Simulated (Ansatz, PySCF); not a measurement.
Reaction (SMILES): I atom → [I-] (an electron is taken up)

Geometry of the first species:
SMILES: [I]
```xyz
1

I      0.0000     0.0000     0.0000
```
Charge 0, spin multiplicity 2.

Wanted: adiabatic electron affinity (electronic energy difference), positive where the reaction releases energy, in eV. Correlated levels leave the core frozen unless marked. Open shells are spin-unrestricted. Spin-orbit coupling is left out. Frozen are the shells of the preceding noble gas and the d and f shells that filled before the atom's block. In def2 rows, elements after Kr have scalar-relativistic effective core potentials. STO-3G rows are all-electron and non-relativistic. Anions need diffuse functions: def2-D sets add few; the other sets have none. CBS(X,Y): correlation extrapolated as X^-3; Hartree-Fock from the larger set.

| level | program | adiabatic electron affinity (eV) |
|---|---|---|
| revPBE/def2-TZVPD | Ansatz | 3.18 |
| TPSS-D3(BJ)/def2-TZVPD | PySCF + dftd3 | 3.28 |
| PBE0-D3(BJ)/def2-TZVP | Ansatz + dftd3 | 3.16 |
| PW6B95-D4/def2-TZVPD | PySCF + dftd4 | 3.27 |

**Question.** What does CCSD(T)/CBS(def2-TZVPPD,def2-QZVPPD) (Ansatz, a program for electronic structure) give?

**Answer.** 3.33 eV, so PW6B95-D4/def2-TZVPD differs from it by -0.06 eV.
